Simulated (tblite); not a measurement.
A tight-binding relaxation on `C1[C@@]([SiH2]1)([SiH2]S[SiH3])BC`.

Computed with GFN2-xTB geometry optimisation, gas phase (tblite 0.8.0). Start geometry: from a force field or distance geometry. The command runs a driver script over a list of jobs; the input below is this job's line of settings and its coordinates in Å.

Command:
```bash
OMP_NUM_THREADS=1 python probes_run.py task.json out
```

Input:
```
{"job": {"kind": "relax", "xc": "GFN2-xTB", "basis": "xTB"}, "charge": 0, "multiplicity": 1}
C     -2.488000     1.390900     0.562400
B     -2.010000    -0.059000     0.946800
C     -0.809500    -0.642000     0.057800
Si     0.602300     0.535100    -0.005800
S      2.425200    -0.324200    -0.708200
Si     4.001200     0.867800     0.144000
C     -1.332800    -1.310900    -1.186400
Si    -0.529500    -2.467400     0.029100
H     -1.645900     1.910400     0.048000
H     -3.310100     1.269700    -0.168100
H     -2.777100     2.001400     1.432900
H     -2.417400    -0.673200     1.870600
H      0.871300     0.922500     1.422500
H      0.275200     1.793200    -0.688400
H      3.414700     1.838100     1.112700
H      4.897400     0.011200     0.933500
H      4.700300     1.681900    -0.851900
H     -0.853900    -1.125800    -2.161400
H     -2.444400    -1.406200    -1.275300
H      0.757400    -3.017900    -0.383300
H     -1.335300    -3.178800     1.022600
```

Output:
```
step      E/eV     max force
  0    -617.34694    2.161
  1    -617.52631    0.781
  2    -617.58466    0.619
  3    -617.62397    0.455
  4    -617.65078    0.348
  5    -617.67675    0.352
  6    -617.69661    0.303
  7    -617.71307    0.266
  8    -617.72578    0.243
  9    -617.73686    0.227
... (202 lines left out)
212    -618.19125    0.016
213    -618.19130    0.017
214    -618.19137    0.017
215    -618.19143    0.016
216    -618.19149    0.018
217    -618.19156    0.020
218    -618.19162    0.019
219    -618.19169    0.019
220    -618.19174    0.013
221    -618.19177    0.009
```

«max force» is the largest atomic force in eV/Å.

Task: From which step on does the largest force stay under 0.1 eV/Å, and how much energy is left to gain from there?

Result: From step 126 (0.094 eV/Å), 21.5 meV above the end.

Summary of the converged run: energy lowered by 19.5 kcal/mol over 221 steps; largest atomic force 0.009 eV/Å at the end.

Task: Where do the atoms end?

Result: 1.084 Å rms from the input after alignment:
```
atom  x, y, z in Å
C1    -2.5263    1.3393    0.9516
B2    -2.2777    0.0990    0.0066
C3    -0.8825   -0.4951   -0.1857
Si4    0.6024    0.6041    0.1463
S5     2.3775   -0.4753   -0.4780
Si6    3.9306    0.9306   -0.1023
C7    -0.6885   -1.6530   -1.1948
Si8   -0.8071   -2.3033    0.5458
H9    -2.6150    2.2387    0.3413
H10   -3.4586    1.2617    1.5087
H11   -1.7234    1.5206    1.6619
H12   -3.1947   -0.3655   -0.5660
H13    0.8348    0.9256    1.5580
H14    0.5877    1.8454   -0.6339
H15    3.8755    1.3289    1.2998
H16    5.1367    0.1903   -0.4256
H17    3.7367    2.0909   -0.9642
H18    0.2676   -1.6750   -1.7006
H19   -1.5124   -1.7991   -1.8814
H20    0.3857   -2.6943    1.2738
H21   -2.0577   -2.8976    0.9930
```

Task: How long does this job take on Arm Neoverse V2, one thread, no GPU, shared host with 96 logical CPUs at a one-minute load of 29?

Result: About 2.3 s.
Labels such as C1 count atoms from 1, the log's own numbers from 0.
